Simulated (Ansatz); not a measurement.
All values below come from frozen-core CCSD(T)/cc-pVDZ // PBE0-D4/def2-SVP run with Ansatz (a program for electronic structure). The restricted HF reference is unstable towards unrestricted orbitals.

Ansatz 0.2 input:
```yaml
crystal:
  periodic: [false, false, false]
  atoms:
    - { symbol: Si, position_ang: [-3.652971, 0.242476, 0.05776] }
    - { symbol: C, position_ang: [-1.808581, -0.138031, 0.020092] }
    - { symbol: C, position_ang: [-1.343684, -1.439618, -0.310905] }
    - { symbol: C, position_ang: [-0.003948, -1.736525, -0.343736] }
    - { symbol: C, position_ang: [0.964253, -0.745835, -0.046073] }
    - { symbol: C, position_ang: [2.353892, -1.028111, -0.073278] }
    - { symbol: C, position_ang: [3.278742, -0.054413, 0.218357] }
    - { symbol: C, position_ang: [2.852762, 1.25106, 0.551737] }
    - { symbol: C, position_ang: [1.513714, 1.560136, 0.587837] }
    - { symbol: C, position_ang: [0.536846, 0.576415, 0.291731] }
    - { symbol: C, position_ang: [-0.863485, 0.827912, 0.310358] }
    - { symbol: Cl, position_ang: [-1.415581, 2.429, 0.718204] }
    - { symbol: H, position_ang: [-4.365786, -1.021065, -0.303827] }
    - { symbol: H, position_ang: [-4.092439, 0.675663, 1.417075] }
    - { symbol: H, position_ang: [-4.011216, 1.301834, -0.931148] }
    - { symbol: H, position_ang: [-2.074893, -2.218073, -0.543778] }
    - { symbol: H, position_ang: [0.333964, -2.743497, -0.600566] }
    - { symbol: H, position_ang: [2.675675, -2.040073, -0.331994] }
    - { symbol: H, position_ang: [4.345932, -0.286847, 0.19329] }
    - { symbol: H, position_ang: [3.593466, 2.020156, 0.782443] }
    - { symbol: H, position_ang: [1.18335, 2.567439, 0.845015] }
basis:
  gaussian: { orbitals: cc-pVDZ }
correlation:
  method: ccsd_t
```

Output:

```
Functional definition: HF
2087 factors; integrals over basis functions are off by at most 1.1e-3 eV
mean field evaluation 1: about -30807.9901 eV, gradient 3.9e1 eV
mean field evaluation 2: about -30808.5463 eV, gradient 3.9e1 eV
mean field evaluation 4: about -30813.7846 eV, gradient 7.1e0 eV
mean field evaluation 8: about -30813.9400 eV, gradient 3.6e-1 eV
mean field evaluation 16: about -30807.9883 eV, gradient 3.9e1 eV
mean field -30813.94116147 eV, -1132.3914512445 hartree, gradient 2.3e-6 eV, S^2 0.000000; 0 other end points of the search recorded, 0 dependent functions left out; unrestricted orbitals would lower it
20 core orbitals not correlated
reference -30813.94116147 eV, -1132.3914512445 hartree; 30, 30 occupied and 171, 171 virtual orbitals, 2087 factors
second order -41.83346289 eV of doubles, -0.00000000 eV of singles
cycle   1  -42.10036882 eV  change   -2.7e-1 eV  update   1.7e-1
cycle   2  -43.38343440 eV  change    -1.3e0 eV  update   5.6e-2
cycle   3  -43.67350315 eV  change   -2.9e-1 eV  update   2.3e-2
cycle   4  -43.67640056 eV  change   -2.9e-3 eV  update   7.3e-3
cycle   5  -43.67841563 eV  change   -2.0e-3 eV  update   3.2e-3
cycle   6  -43.67985315 eV  change   -1.4e-3 eV  update   1.0e-3
cycle   7  -43.67944200 eV  change    4.1e-4 eV  update   3.4e-4
cycle   8  -43.67947471 eV  change   -3.3e-5 eV  update   1.5e-4
cycle   9  -43.67953955 eV  change   -6.5e-5 eV  update   5.6e-5
perturbative correction -1.99233583 eV, -0.0732169913 hartree
Total energy: -30859.61303686 eV, -1134.0698617075 hartree
```

Cost: about 8 core-minutes (a rough figure).
